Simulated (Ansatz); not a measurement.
System: sum formula SnOBr, charge 0, multiplicity 2. It need not be the lowest isomer of its formula. SMILES: [O]=[Sn][Br]
Geometry: optimised at B3LYP-D3(BJ)/def2-TZVP (Ansatz, a program for electronic structure).

Parts of the frozen-core correlation energy in def2-SVP (Ansatz, hartree). Frozen orbitals: 24; correlated occupied orbitals by spin: 9 and 8; virtual: 39 and 40. Open shells are spin-unrestricted. No spin-orbit coupling. In def2 rows, elements after Kr have scalar-relativistic effective core potentials.

```tsv
term	value
reference (HF)	-2860.27506
MP2 opposite-spin	(withheld)
MP2 same-spin	(withheld)
CCSD correlation	-0.35172
(T)	(withheld)
T1 diagnostic	0.030
largest doubles amplitude	0.058
<S^2> of the reference	0.763
```

Q: Complete the blanks.

A: 
- MP2 opposite-spin, value: -0.23773
- MP2 same-spin, value: -0.08276
- (T), value: -0.00997
